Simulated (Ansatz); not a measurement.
O3W (SMILES [O]=[W](=[O])=[O]) moved off its minimum; all values from Ansatz (a program for electronic structure), cores frozen in correlated methods. Elements past Kr take the def2 small-core potentials, without spin–orbit coupling.
(charge 0, multiplicity 1)
```xyz
4

W     -0.0106     0.1713     0.0579
O      1.1050    -0.7276    -1.0102
O     -0.7305    -1.0607     1.0845
O     -1.0851     0.6347    -0.9013
```

**Question.** Give the forces (eV/Å), the total energy and the dipole at CCSD(T)/def2-TZVPPD.

**Answer.** 
```json
[
 {"atom": "W1", "Fx": "14.485", "Fy": "-7.131", "Fz": "10.736"},
 {"atom": "O2", "Fx": "-0.463", "Fy": "0.886", "Fz": "0.828"},
 {"atom": "O3", "Fx": "-0.280", "Fy": "0.328", "Fz": "0.108"},
 {"atom": "O4", "Fx": "-13.741", "Fy": "5.918", "Fz": "-11.672"}
]
```
Energy -292.0275 hartree, dipole 6.08 D.

Doubts at one or more of the structures used: a restricted determinant that unrestricted orbitals would lower (CCSD(T)/def2-TZVPPD).
